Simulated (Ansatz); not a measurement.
`[Cl][Ag]` + HBr → `[Br][Ag]` + HCl at 600 K and 1 bar (ligand exchange at the Ag–Cl bond).

Calculated with Ansatz (gas phase, PBE0-D4/def2-TZVP geometries, no zero-point term in ΔE). CCSD(T)/CBS is the MP2 limit (def2-TZVPP, def2-QZVPP) plus CCSD(T) − MP2 in def2-TZVPP, frozen cores. This one scheme is used for every species. Elements past krypton have def2 core potentials. For Ag, Br outer-core shells are correlated without core-valence functions, which leaves a few kJ/mol of doubt a bond. Scalar relativity is left out up to krypton.

```csv
species,CCSD(T)/CBS energy (Eh),H − E (kJ/mol),S (J/(mol·K))
`[Cl][Ag]`,-606.73060,22.7,271.7
HBr,-2573.91920,33.5,219.1
`[Br][Ag]`,-2720.28144,22.6,283.1
HCl,-460.38127,35.4,207.2
```

H − E and S are ideal-gas, rigid-rotor, harmonic terms from PBE0-D4/def2-TZVP. 1 Eh = 2625.50 kJ/mol, R = 8.31446 J/(mol·K).

By hand: ΔE, ΔH, ΔS and ΔG.

ΔE = (-2720.28144) + (-460.38127) − (-606.73060) − (-2573.91920) = -0.01291 Eh = -33.9 kJ/mol. Δ(H − E) = 22.6 + 35.4 − 22.7 − 33.5 = 1.8, so ΔH = -32.1 kJ/mol. ΔS = 283.1 + 207.2 − 271.7 − 219.1 = -0.5 J/(mol·K). ΔG = -32.1 − 600 × (-0.5)/1000 = -31.8 kJ/mol.

By hand: the equilibrium constant, and the temperature at which ΔG would vanish if ΔH and ΔS stayed fixed.

log₁₀ K = −ΔG/(RT ln 10) = 2.8. ΔG = 0 at ΔH/ΔS = 64200 K, far beyond where these terms or the molecules hold.

The number of gas molecules stays the same, so ΔS is small and ΔH decides. A doubt of 5 kJ/mol in ΔE shifts log₁₀ K by 0.4 here. These are equilibria of isolated gas molecules and say nothing of rates. Largest T1 diagnostic: 0.018 (customary marks: 0.02 for closed shells, 0.045 for open ones).
